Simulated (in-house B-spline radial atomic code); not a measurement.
# Ionising I IV (I3+) with different functionals

Computed with a radial B-spline atomic code at the basis-set limit: four-component Dirac-Coulomb Hamiltonian, Fermi nucleus of rms radius 4.75 fm, spin-restricted, spherical fractional occupations for the functionals, and exact exchange of hybrids averaged over the configuration. The ionisation energy is the difference of two self-consistent energies, [Kr] 4d10 5s2 5p2 → [Kr] 4d10 5s2 5p1, without Breit or QED terms; ε is the level of the shell that loses the electron (mean over j). The electron is taken from both j subshells in proportion to 2j + 1, so the result is a j average, not the step between ground levels.

| method | rung | ΔSCF (eV) | -ε(5p) (eV) |
| --- | --- | --- | --- |
| B3LYP | global hybrid | 39.66 | 35.57 |
| B97-1 | global hybrid | 39.43 | 35.44 |
| CAM-B3LYP | range-separated hybrid | 39.72 | 37.32 |
| LC-wPBE | range-separated hybrid | 39.66 | 38.72 |

**Question.** Among the functionals, which spreads more, the ΔSCF values or the orbital energies?

**Answer.** The orbital energies: ΔSCF values span about 0.29 eV and the orbital energies 3.28 eV; here energy differences depend much less on the functional than eigenvalues do.

**Question.** How do they compare with the NIST value?

**Answer.** NIST lists 40.36 eV ± 0.025 (measured, ground level to ground level). Errors run from -0.92 to -0.63 eV. The correlated functionals all miss on the same side by more than they spread, so the cause is common to them (Breit-QED terms, spin polarisation, the choice among j levels, multiplet and fine-structure energies, or a listed next ion that isn't the cheapest removal here) and closeness doesn't rank the functionals.
